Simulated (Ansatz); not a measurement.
C2H3O (SMILES [CH2]C=O) moved off its minimum; all values from Ansatz (a quantum-chemistry and plane-wave program), cores frozen in correlated methods. Open shells are unrestricted.
(charge 0, multiplicity 2)
```xyz
6

C     -1.17050     0.21841    -0.02477
C      0.34676     0.32941    -0.01339
O      0.95241    -0.59900     0.06495
H     -1.59827    -0.73150    -0.01233
H     -1.76356     1.08524     0.01378
H      0.71037     1.36427    -0.09012
```

Forces at PBE/def2-TZVPP (eV/Å):

| atom | Fx | Fy | Fz |
|---|---|---|---|
| C1 | 2.493 | 1.219 | -0.043 |
| C2 | -8.771 | 8.113 | -0.799 |
| O3 | 7.472 | -9.563 | 0.816 |
| H4 | -0.752 | -1.694 | 0.030 |
| H5 | -0.977 | 1.193 | 0.005 |
| H6 | 0.536 | 0.732 | -0.008 |

Question: Give the forces (eV/Å), the total energy and the dipole at CCSD(T)/cc-pVTZ.

Answer: 
```json
[
 {"atom": "C1", "Fx": "2.260", "Fy": "1.204", "Fz": "-0.027"},
 {"atom": "C2", "Fx": "-8.622", "Fy": "8.293", "Fz": "-0.792"},
 {"atom": "O3", "Fx": "7.359", "Fy": "-9.335", "Fz": "0.786"},
 {"atom": "H4", "Fx": "-0.625", "Fy": "-1.448", "Fz": "0.026"},
 {"atom": "H5", "Fx": "-0.814", "Fy": "0.963", "Fz": "-0.010"},
 {"atom": "H6", "Fx": "0.441", "Fy": "0.323", "Fz": "0.017"}
]
```
Energy -152.8966 hartree, dipole 2.10 D.
